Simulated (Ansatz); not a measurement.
Reaction (redistribution): `[NH2][Zn][N]1C[SiH2]1` + `BN([SiH3])[SiH3]` → `[NH2][Zn][N]([SiH3])[SiH3]` + `BN1C[SiH2]1`

Computed with Ansatz on PBE0-D4/def2-TZVP structures; ΔE is electronic, products minus reactants. CCSD(T)/CBS adds triple-zeta CCSD(T) − MP2 to the extrapolated MP2 energy (def2 sets, frozen cores). DFT in def2-TZVPP. For Zn outer-core shells are correlated without core-valence functions, which leaves a few kJ/mol of doubt a bond. Scalar relativity is left out up to krypton. One conformer a species, not always the lowest.

Problem. Is it downhill or uphill in electronic energy at CCSD(T)/CBS, and by how much? (Estimate.)

Solution. Computed: Downhill: ΔE = -5.6 kcal/mol.

Problem. What do these levels give: PBE-D4, revPBE-D4, B97M-V, CAM-B3LYP-D4, CCSD/def2-TZVPP, MP2/def2-QZVPP? (Estimate.)

Solution. Computed: PBE-D4 -6.1, revPBE-D4 -5.9, B97M-V -6.8, CAM-B3LYP-D4 -6.2, CCSD/def2-TZVPP -5.7, MP2/def2-QZVPP -5.1 kcal/mol.

Largest T1 diagnostic among the species: 0.015.

At CCSD(T), def2-SVP lies −1.8 kcal/mol from the extrapolated value and def2-TZVPP −0.0 kcal/mol. In def2-TZVPP, CCSD(T) changes the Hartree–Fock value by +1.0 kcal/mol (the triples alone add +0.1 kcal/mol) and MP2 by +1.5 kcal/mol.
